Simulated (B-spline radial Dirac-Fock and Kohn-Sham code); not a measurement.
## Two-hole binding energies of Mn³⁺

System: Mn³⁺ in the configuration [Ar] 3d4.

Input of the calculation (task.json; shells as n, l, electrons):

```json
{"items": [{
  "Z": 25,
  "q": 3,
  "cfg": [[1, 0, 2], [2, 0, 2], [2, 1, 6], [3, 0, 2], [3, 1, 6], [3, 2, 4]],
  "A": 55,
  "rrms": 3.7057,
  "do": ["binding", "quiet", "double"]
}]}
```

Launch: `python xray_run.py task.json out`

Method: ΔSCF Dirac-Fock with Breit, self-energy and vacuum polarisation, finite nucleus, configuration average. Computed with a radial finite-basis atomic code. U is the two-hole binding energy less the two single-hole energies, the effective repulsion of the holes after relaxation. Each two-hole energy is an average over J within one jj subconfiguration.

```
          holes  E(a) (eV)  E(b) (eV)  E(ab) (eV)  U (eV)
           1s⁻²     6591.8     6591.8     13539.1   355.5
   1s⁻¹ 2p1/2⁻¹     6591.8      705.6      7391.9    94.5
   1s⁻¹ 2p3/2⁻¹     6591.8      695.5      7379.9    92.7
   2s⁻¹ 2p1/2⁻¹      826.6      705.6      1587.3    55.1
   2s⁻¹ 2p3/2⁻¹      826.6      695.5      1576.9    54.8
2p1/2⁻¹ 2p3/2⁻¹      705.6      695.5      1466.7    65.6
        2p3/2⁻²      695.5      695.5      1457.7    66.8
   2s⁻¹ 3p3/2⁻¹      826.6      101.1       953.9    26.3
   2p1/2⁻¹ 3s⁻¹      705.6      139.5       872.3    27.2
   2p3/2⁻¹ 3s⁻¹      695.5      139.5       862.1    27.2
2p1/2⁻¹ 3p3/2⁻¹      705.6      101.1       833.6    26.9
2p3/2⁻¹ 3p1/2⁻¹      695.5      102.4       824.8    27.0
        3p1/2⁻²      102.4      102.4       228.0    23.3
3p1/2⁻¹ 3p3/2⁻¹      102.4      101.1           ?       ?
```

Q: Give the missing two-hole energy and U.

A: E(ab) = 225.2 eV and U = 21.8 eV.
